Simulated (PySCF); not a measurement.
Gas-phase reaction: 2 SiI2 + 4 F = SiI4 + SiF4

Method: PySCF energies plus ideal-gas RRHO corrections (1 bar). † marks an energy on the PBE0/def2-TZVP geometry and frequencies. Open shells (unrestricted): F (multiplicity 2); the rest are closed-shell singlets. Spin-orbit splitting is ignored; it lowers the true energy and changes the entropy of F. B3LYP is the form with VWN-RPA correlation. I: scalar-relativistic def2 core potential, no spin-orbit coupling.

BLYP/def2-TZVP† gives ΔH°(298 K) = -2104 kJ.

**Question.** What do PBE0/def2-SVP†, PBE0/def2-QZVP†, B3LYP/def2-TZVP† give?

**Answer.** PBE0/def2-SVP†: -2063 kJ; PBE0/def2-QZVP†: -2154 kJ; B3LYP/def2-TZVP†: -2118 kJ. For scale, ΔH°(298 K) is -2104 kJ at this level, -2196 kJ at ωB97M-V/def2-TZVP†, and runs from -2519 to -1710 kJ over the 17 levels computed.
